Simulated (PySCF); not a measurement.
# Structure elucidation problem

An unknown has the formula C$_{5}$H$_{14}$AlN. Its calculated NMR data are:

1H NMR (400 MHz, computed): δ 3.98 (br, 3H), 3.03 (m, 1H), 2.55 (m, 1H), 2.40 (s, 3H), 2.30 (m, 1H), 1.76 (m, 1H), 1.67 (m, 1H), 1.63 (m, 1H), 1.45 (m, 1H), 1.04 (br s, 1H).

13C{1H} NMR (computed): δ 58.2 (CH), 35.0 (CH2), 34.7 (CH3), 32.7 (CH2), 16.0 (CH2).

Fast rotation and ring inversion assumed for equivalent nuclei, isolated molecule, one computed conformer, non-relativistic. GIAO PBE/pcSseg-1 shieldings; PBE0-D3(BJ)/def2-SVP geometry; PySCF 2.14.0 with density-fitted response routines.

δ = σ(ref) − σ, references computed at the same level: TMS for 1H (31.20 ppm) and 13C (180.03 ppm).

Task: Which candidate is it?
A. CC[CH2][AlH][N](C)C
B. C=CC[N+](C)(C)[AlH3-]
C. C[N@@H+]([AlH3-])C1CCC1

Result: C. 

5 carbon signals for 5 carbons: no two carbons are equivalent. Carbon types of the structure: 1 × CH, 3 × CH2, 1 × CH3, leaving 4 H on heteroatoms. δC 58.2: sp3 CH bonded to N; the inductive effect lowers its shielding. δC 35.0, 32.7, 16.0: sp3 CH2 in a ring; saturated and bonded to C and H only. δC 34.7: methyl carbon bonded to N; the inductive effect lowers its shielding. δH 3.03: hydrogen on an sp3 CH bonded to N; its carbon carries N, hence the downfield position. δH 1.04: hydrogen on a donor nitrogen of a Lewis adduct; exchangeable; this is the value without hydrogen bonding to other molecules.

The others: C=CC[N+](C)(C)[AlH3-] would give 4 carbon signals, not 5; CC[CH2][AlH][N](C)C would give 4 carbon signals, not 5.

Exchangeable OH/NH protons stand at their gas-phase positions; hydrogen bonding in a real sample shifts them, mostly to higher δ. Hydrides on Al or Ga are broadened by the quadrupolar metal nucleus. Shifts are as computed. Against solution values, carbons near 30 ppm lie about +2 ppm off and those near 130 ppm about +2 ppm. Of 1211 compounds with measured shifts, 218 miss one by over three times the rms of a fit or turn the order of signals round; such compounds aren't used in these exercises. Multiplicities follow the n + 1 count of equivalent neighbours, as no J values were calculated; m marks all less simple cases, F and P coupling included.
